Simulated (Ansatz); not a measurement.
A run for Ansatz (a first-principles code): R-PBE0/def2-TZVPP on BHI2O (SMILES OB(I)I), a point of a torsion scan. Elements past Kr take the def2 small-core potentials; no spin–orbit coupling.

Ansatz 0.2 input:
```yaml
crystal:
  periodic: [false, false, false]
  atoms:
    - {symbol: O, position_ang: [-0.74029620, -0.77823145, -0.29966742]}
    - {symbol: B, position_ang: [0.22250808, 0.10561786, -0.15741213]}
    - {symbol: I, position_ang: [0.22040549, 1.56863151, 1.39580820]}
    - {symbol: I, position_ang: [1.80071998, 0.00998773, -1.56205884]}
    - {symbol: H, position_ang: [-1.50777837, -0.83701232, 0.27179526]}
basis:
  gaussian:
    orbitals: def2-TZVPP
hamiltonian:
  xc: {name: PBE0}
scf: {lower_state_search: off}
```

The head of its log:

```
WARN ansatz: RAYON_NUM_THREADS=1 ignored (pool sized by the plan → 1); use --threads N
Functional definition: PBE0
these checks for a lower state are left out or cut short: stability, starts, cluster_reference, orbital_swaps, neighbouring_geometries, increment
integrals: 0.10 GiB planned
1215 factors; their error is unknown
mean field: 0.86 GiB planned
mean field evaluation 1: about -18938.5078 eV, gradient 5.1e1 eV
mean field evaluation 2: about -18927.9695 eV, gradient 9.0e1 eV
```

Q: What total energy does the run end on?

A: -696.1556 hartree.
